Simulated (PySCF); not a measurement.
Species: C4HF3 (triplet state).
SMILES with atom numbers: `[CH:1]#[C:2][C:3][C:4]([F:5])([F:6])[F:7]` (hydrogens: H8 on C1)

Computed, not measured: UKS B3LYP, pcH-1 on C F H, non-relativistic, mean-field spin-orbit, GIAO (PySCF 2.14.0). Geometry: GFN2-xTB; no solvent, vibrations or thermal averaging. This triplet need not be the ground state; the singlet was not compared here. Couplings are sensitive to structure, and on GFN2-xTB geometries they can be far from those on DFT ones. Stability of the SCF solution: not tested.

(1) Match the computed a_iso(13C) values -67.9, +58.5, +56.0, -29.8 MHz with the sites C1; C2; C3; C4.

## Answers

(1) 
```tsv
site	a_iso (MHz)	ρ(0) (bohr⁻³)	position	distance from C1 (Å)	spin population	largest |T| (MHz)
C1	+56.0	+0.0996	largest spin population	0.00	+1.27	53.3
C2	-67.9	-0.1207	1 bond from C1	1.26	-0.48	22.8
C3	+58.5	+0.1041	a main spin site	2.52	+1.23	55.3
C4	-29.8	-0.0530	1 bond from C3	3.96	-0.03	0.6
```

ρ(0) is the spin density at the nucleus and T the dipolar tensor; entries for several nuclei are means. The Mulliken spin populations are largest on C1 (+1.27), C3 (+1.23) and C2 (-0.48). The positive populations add up to 2.57 and the negative ones to -0.57, together 2S = 2. Main spin sites, with 60 % or more of the largest population: C1, C3; positions count bonds from the nearest.

Examples of negative spin density at the nucleus (bohr⁻³): C2 (-0.1207), C4 (-0.0530) and H8 (-0.0222).

Nuclei that the bonding pattern makes equivalent are averaged, as if the motion that swaps them (rotation, inversion, ring flip) were fast.

The run took 29 s of wall time (with the writing of density and orbital grids) on an Arm Neoverse V1 with one thread (shared host), and the process peaked at 0.70 GiB of memory.
